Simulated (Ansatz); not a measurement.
Gas-phase reaction in SMILES: [CH3][GeH3] [methylgermane] -> [CH2][GeH3] + H atom (the C-H bond at the site shown breaks; other sites are not compared here)
Geometries: B3LYP-D3(BJ)/def2-TZVP minima from Ansatz (a program for electronic structure).
Geometry of the first species:
SMILES: [CH3][GeH3]
```xyz
8

C      1.5702     0.1094     0.0435
Ge    -0.3901    -0.0272    -0.0108
H      2.0058    -0.8449     0.3378
H      1.8746     0.8694     0.7623
H      1.9557     0.3820    -0.9383
H     -0.8245    -1.1012    -1.0263
H     -1.0098     1.3206    -0.4267
H     -0.9391    -0.4126     1.3761
```

Property: bond dissociation energy (electronic energy difference), in kJ/mol. Valence correlation only, unless marked. UHF or UKS for open shells. No spin-orbit coupling. Frozen are the shells of the preceding noble gas and the d and f shells that filled before the atom's block. No relativistic terms. Basis-set limits of correlation are two-point, X^-3; Hartree-Fock from the larger set. [CCSD(T)-MP2]/basis is that difference in the basis named.

```csv
level,program,bond dissociation energy (kJ/mol),minus last row
BLYP/def2-TZVPD,Ansatz,444.1,-16.6
revPBE-D3(BJ)/def2-TZVPD,Ansatz + dftd3,440.3,-20.4
revPBE-D4/def2-TZVPD,Ansatz + dftd4,441.2,-19.5
PBE0/def2-TZVP,Ansatz,444.4,-16.3
HSE06-D4/def2-TZVPD,Ansatz + dftd4,445.5,-15.2
CAM-B3LYP/def2-TZVPD,Ansatz,452.1,-8.6
B2PLYP-D4/def2-TZVPD,Ansatz + dftd4,450.3,-10.4
MP2/STO-3G,Ansatz,510.2,49.5
MP2/def2-SVP,Ansatz,442.2,-18.5
RI-MP2/def2-TZVPPD,Ansatz,454.4,-6.3
RI-MP2/def2-QZVPP,Ansatz,458.4,-2.3
CCSD(T)/def2-SVPD,Ansatz,444.9,-15.8
"RI-MP2/CBS(aug-cc-pVTZ,aug-cc-pVQZ)+[CCSD(T)-MP2]/aug-cc-pVDZ",Ansatz,462.1,1.4
"RI-MP2/CBS(cc-pVTZ,cc-pVQZ)+[CCSD(T)-MP2]/cc-pVTZ",Ansatz,461.4,0.7
"RI-MP2/CBS(aug-cc-pVTZ,aug-cc-pVQZ)+[CCSD(T)-MP2]/aug-cc-pVTZ",Ansatz,460.7,0.0
```
